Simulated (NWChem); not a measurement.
System: BBr$_{2}$, doublet; SMILES Br[B]Br

Program: NWChem. Spin-unrestricted. In the optimisation the excess spin sits in a1 (C2v, its own frame). All runs use the structure optimised with PBE-D3(BJ)/def2-SVP, spin-unrestricted. No stability test was run on the SCF state.

For level LC-BLYP (range parameter 0.33 per bohr)/def2-SVP:

- highest occupied level (eV) = -8.38
- lowest empty minus highest occupied level, either spin (eV) = 8.16

Q: Estimate the same quantities for level KT2/def2-SVP.

A: highest occupied level (eV): -5.10
lowest empty minus highest occupied level, either spin (eV): 2.03
